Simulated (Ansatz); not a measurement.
Basis-set series for `Cc1ccc(-c2ccccc2)cc1`. Total charge 0; spin multiplicity 1. The structure was optimised at the PBE0-D4/def2-TZVP level. It is one conformer, not always the lowest.

```xyz
25

C     1.4955    0.7642   -4.0491
C     0.9848    0.5233   -2.6620
C    -0.3729    0.6005   -2.3699
C    -0.8479    0.3520   -1.0936
C     0.0204    0.0153   -0.0570
C    -0.4821   -0.2485    1.3025
C     0.0853   -1.2474    2.0938
C    -0.3866   -1.4968    3.3718
C    -1.4371   -0.7515    3.8865
C    -2.0106    0.2450    3.1106
C    -1.5378    0.4933    1.8328
C     1.3819   -0.0590   -0.3487
C     1.8525    0.1923   -1.6251
H     1.6147   -0.1789   -4.5917
H     2.4707    1.2552   -4.0343
H     0.8082    1.3877   -4.6235
H    -1.0736    0.8545   -3.1590
H    -1.9143    0.3974   -0.9023
H     0.8895   -1.8523    1.6903
H     0.0635   -2.2839    3.9663
H    -1.8067   -0.9462    4.8866
H    -2.8265    0.8395    3.5062
H    -1.9748    1.2917    1.2437
H     2.0848   -0.2880    0.4445
H     2.9192    0.1406   -1.8193
```

```csv
functional,basis,functions,energy (Eh),HOMO (eV),LUMO (eV)
PBE0-D4,def2-SVP,242,-501.69067,-6.38,-0.74
PBE0-D4,def2-TZVPP,571,-502.21804,-6.39,-0.83
ωB97M-V,def2-SVP,242,-502.04087,-8.33,1.24
ωB97M-V,def2-TZVPP,571,-502.59176,-8.35,1.09
```

Problem. Give the rows for def2-QZVPP. (Estimate.)

Solution. Computed: 
```
functional       basis  functions  energy (Eh)  HOMO (eV)  LUMO (eV)
   PBE0-D4  def2-QZVPP       1101   -502.24368      -6.41      -0.86
   ωB97M-V  def2-QZVPP       1101   -502.61553      -8.36       1.03
```

Positive LUMOs are unbound and depend on the basis.
